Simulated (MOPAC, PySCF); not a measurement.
C2H6Si, SMILES `C1[SiH2]C1`, neutral singlet in the gas phase. 

Cartesian coordinates (Å):
```xyz
9

C     -0.5088     0.8195    -0.0503
C     -0.6369    -0.7231     0.0665
Si     1.1021    -0.0927    -0.0156
H     -0.8152     1.3916     0.8177
H     -0.8519     1.2585    -0.9800
H     -1.0589    -1.2340    -0.7911
H     -1.0222    -1.1008     1.0065
H      1.8708    -0.2510    -1.2621
H      1.9211    -0.0680     1.2084
```
Charge 0, spin multiplicity 1.

All levels are single points at this geometry (B3LYP-D3(BJ)/def2-TZVP); Pople sets use spherical d functions. Orbital energies aren't observables, and empty levels follow the basis.

B3LYP-D3(BJ)/def2-TZVP in PySCF gives gap (eV) = 6.80.

Task: Estimate the gap (eV) from each of these levels: B3LYP/6-311+G** in PySCF; B3LYP/6-31G* in PySCF; PBE/6-31G* in PySCF; PM6 in MOPAC; PM7 in MOPAC.

Result: 
```csv
level,gap (eV)
B3LYP/6-311+G** in PySCF,6.56
B3LYP/6-31G* in PySCF,7.13
PBE/6-31G* in PySCF,5.59
PM6 in MOPAC,8.80
PM7 in MOPAC,10.34
```
